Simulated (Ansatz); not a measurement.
CH$_{8}$AlBOSi, SMILES `CO[B]([AlH2])[SiH3]`, relaxed with RKS PBE-D4/def2-SVP in Ansatz 0.2.0 from a rough embedded geometry. The force threshold is 0.03 eV/Å; the program also tests the step.

The species carries charge 0 and has multiplicity 1.

Start:

```xyz
13

C    -0.467    1.572   -1.146
O     0.083    1.467    0.107
B     0.075    0.053    0.427
Al   -1.490   -0.862    1.477
Si    1.638   -1.076    0.072
H     0.198    1.103   -1.955
H    -0.426    2.678   -1.426
H    -1.472    1.241   -1.236
H    -1.472   -2.322    1.895
H    -2.794    0.108    1.818
H     2.170   -1.584    1.361
H     2.688   -0.248   -0.549
H     1.268   -2.131   -0.843
```

```tsv
step	energy (eV)	largest force (eV/Å)	largest move (Å)
1	-18342.9498	3.245	0.000
2	-18343.4714	1.352	0.195
3	-18343.6006	0.493	0.162
4	-18343.7141	0.945	0.195
5	-18343.8674	1.392	0.196
6	-18344.0434	1.183	0.195
7	-18344.2002	0.737	0.200
8	-18344.3013	0.447	0.199
9	-18344.3477	0.307	0.200
10	-18344.3647	0.576	0.188
11	-18344.3901	0.234	0.073
12	-18344.4049	0.103	0.200
13	-18344.4111	0.161	0.195
14	-18344.4157	0.155	0.120
15	-18344.4210	0.220	0.176
16	-18344.4262	0.242	0.159
17	-18344.4315	0.163	0.136
18 (rejected)	-18344.4287	0.320	0.200
19	-18344.4371	0.052	0.098
20	-18344.4389	0.059	0.087
21	-18344.4400	0.079	0.131
22	-18344.4406	0.043	0.019
23	-18344.4409	0.012	0.036
24	-18344.4409	0.024	0.032
```

End:

```xyz
13

C    -0.800    1.682   -1.327
O     0.292    0.877   -0.910
B     0.215   -0.093    0.034
Al   -1.482   -0.701    1.218
Si    1.958   -1.121    0.379
H    -0.982    1.519   -2.409
H    -0.547    2.750   -1.167
H    -1.728    1.435   -0.759
H    -2.312   -2.038    0.873
H    -1.819    0.009    2.624
H     2.084   -1.474    1.844
H     3.219   -0.404   -0.038
H     1.902   -2.439   -0.360
```

It took 33 s on 4 threads of an Arm Neoverse V2 on a shared host, with 0.19 GiB of host memory at the peak.
